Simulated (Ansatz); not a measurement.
Ideal-gas functions of ClH₂NSn, SMILES `[NH2][Sn][Cl]` at 400 K and 1 bar, from an Ansatz frequency run at PBE0-D4/def2-TZVP.

Molar mass 170.19 g/mol, point group Cs (symmetry number 1), electronic degeneracy 1, moments of inertia 59.002, 167.153, 226.155 u Å². Harmonic wavenumbers (cm⁻¹, unscaled): 162, 334, 362, 451, 617, 649, 1535, 3570, 3690.

Use S(trans) = R[1.5 ln M + 2.5 ln T − 1.1517]; rotational temperatures θ = 24.2544 K / I; S(rot) = R[ln(√π/σ · √(T³/θAθBθC)) + 1.5]; for each mode x = 1.438777 ν̃/T, S = R[x/(eˣ − 1) − ln(1 − e⁻ˣ)] and H = RT x/(eˣ − 1); 1 cm⁻¹ = 0.0119627 kJ/mol; R = 8.31446 J/(mol·K).

**Question.** By hand: the entropy, in J/(mol·K).

**Answer.** Translation 179.0. Rotation: θ = 0.4111, 0.1451, 0.1072 K, giving 113.0. Vibration, mode by mode: 12.92, 7.27, 6.68, 5.15, 3.21, 2.93, 0.22, 0.00, 0.00, in all 38.4. Electronic 0.0. Sum 330.4 J/(mol·K).

**Question.** By hand: H − E and G − E in kJ/mol, counted from the electronic energy.

**Answer.** Zero-point energy ½ × 11370 × 0.0119627 = 68.0; thermal vibration 8.9; translation, rotation and pV give 4 RT = 13.3. H − E = 90.2 kJ/mol, and G − E = 90.2 − 400 × 330.4/1000 = -42.0 kJ/mol.

Vibration gives 12 % of the entropy. The sum counts one conformer and one mirror image; others add a mixing term.
